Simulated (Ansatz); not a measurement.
A nudged elastic band was laid between two geometries of BFH2 + H2Se (7 atoms, charge 0, multiplicity 1).

These are results of Ansatz 0.2.0, RKS B3LYP-D4/def2-SVP, not measurements.

```yaml
movable_images: 7
climbing_image: yes
spring: 5.0 eV/Å²
optimiser: quadratic models (default)
start_path: through a guess of the saddle point
force_threshold: 0.5 eV/Å
iteration_limit: 60
end_points: relaxed
```

First end point:

```xyz
7
Properties=species:S:1:pos:R:3
B -0.501 -1.019 0.289
F 0.691 -1.561 0.003
H -1.363 -1.080 -0.557
H -0.746 -0.786 1.451
H 0.718 1.280 -1.485
Se -0.026 1.555 -0.240
H 1.227 1.612 0.538
```

Last end point:

```xyz
7
Properties=species:S:1:pos:R:3
B -0.776 -0.277 0.363
F 1.225 -1.217 -1.043
H -1.588 -0.808 -0.340
H -0.357 -0.738 1.384
H 1.142 -0.290 -1.130
Se -0.293 1.522 -0.170
H 0.646 1.809 0.935
```

Task: Which bonds break or form, and what moves?

Result: Bonds broken: B1–F2, H5–Se6. Bonds formed: F2–H5. BFH2 + H2Se becomes BH3Se + FH.

Task: What energy profile does the band end with?

Result: The run converged. The highest image is number 5 of 0 to 8, 105.5 kJ/mol above the first end and 25.8 kJ/mol above the last; the last end lies 79.7 kJ/mol above the first. The threshold of 0.5 eV/Å is loose, so the images may lie well off the minimum-energy path. The order of the stationary point at the top wasn't checked. The orbitals stay closed-shell, which can raise the energy where a bond breaks towards radicals; this wasn't checked here.

```json
{"image": "0", "path coordinate (Å)": "0.00", "energy (kJ/mol)": "0.0", "B1–F2 (Å)": "1.34", "H5–Se6 (Å)": "1.48", "F2–H5 (Å)": "3.21"}
{"image": "1", "path coordinate (Å)": "0.40", "energy (kJ/mol)": "0.7", "B1–F2 (Å)": "1.34", "H5–Se6 (Å)": "1.47", "F2–H5 (Å)": "2.93"}
{"image": "2", "path coordinate (Å)": "0.79", "energy (kJ/mol)": "3.6", "B1–F2 (Å)": "1.34", "H5–Se6 (Å)": "1.47", "F2–H5 (Å)": "2.55"}
{"image": "3", "path coordinate (Å)": "1.19", "energy (kJ/mol)": "15.7", "B1–F2 (Å)": "1.36", "H5–Se6 (Å)": "1.48", "F2–H5 (Å)": "2.09"}
{"image": "4", "path coordinate (Å)": "1.58", "energy (kJ/mol)": "54.8", "B1–F2 (Å)": "1.41", "H5–Se6 (Å)": "1.51", "F2–H5 (Å)": "1.63"}
{"image": "5", "path coordinate (Å)": "1.96", "energy (kJ/mol)": "105.5", "B1–F2 (Å)": "1.57", "H5–Se6 (Å)": "1.74", "F2–H5 (Å)": "1.19"}
{"image": "6", "path coordinate (Å)": "2.35", "energy (kJ/mol)": "91.5", "B1–F2 (Å)": "1.82", "H5–Se6 (Å)": "2.11", "F2–H5 (Å)": "0.98"}
{"image": "7", "path coordinate (Å)": "2.73", "energy (kJ/mol)": "82.9", "B1–F2 (Å)": "2.19", "H5–Se6 (Å)": "2.36", "F2–H5 (Å)": "0.94"}
{"image": "8", "path coordinate (Å)": "3.11", "energy (kJ/mol)": "79.7", "B1–F2 (Å)": "2.62", "H5–Se6 (Å)": "2.50", "F2–H5 (Å)": "0.94"}
```

Task: What is the geometry of the highest image?

Result: 
```xyz
7
Properties=species:S:1:pos:R:3:forces:R:3
B -0.500 -0.590 0.187 0.03 0.02 -0.02
F 0.788 -1.028 -0.592 -0.09 -0.31 0.04
H -1.484 -0.900 -0.435 0.04 -0.02 0.01
H -0.388 -0.818 1.360 0.06 0.01 0.00
H 0.820 0.126 -0.898 -0.03 0.24 -0.03
Se -0.135 1.466 -0.320 0.06 0.03 -0.09
H 0.900 1.744 0.697 -0.06 0.02 0.09
```

The run took 72 s on 2 threads of Arm Neoverse V2, with other jobs on the host, peak memory 0.16 GiB.
